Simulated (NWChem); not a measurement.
# SiHF3; SMILES F[SiH](F)F

```xyz
5

Si     0.0000     0.0000     0.3275
F      1.4431    -0.3847    -0.2431
F     -1.0547    -1.0574    -0.2431
F     -0.3884     1.4421    -0.2431
H      0.0000     0.0000     1.7936
```
Atoms are numbered in this order, from 1.

Level: PBE0/def2-SVP (NWChem), optimised geometry, unscaled harmonic frequencies. 

| frequency (cm⁻¹) | IR intensity (km/mol) |
|---|---|
| 292 | 13.5 |
| 292 | 13.5 |
| 407 | 75.7 |
| 831 | 27.7 |
| 831 | 27.7 |
| 850 | 81.8 |
| 1013 | 245.4 |
| 1013 | 245.4 |
| 2392 | 69.5 |

```yaml
zero_point_energy: 11.3 kcal/mol
thermal correction to the enthalpy at 298.15 K (with zero-point energy): 14.6 kcal/mol
heat capacity Cv: 13.3 cal/(mol K)
entropy at 298.15 K and 1 atm (symmetry number 3): 66.6 cal/(mol K)
dipole_moment: 1.49 D
```

Rigid rotor and harmonic oscillator.
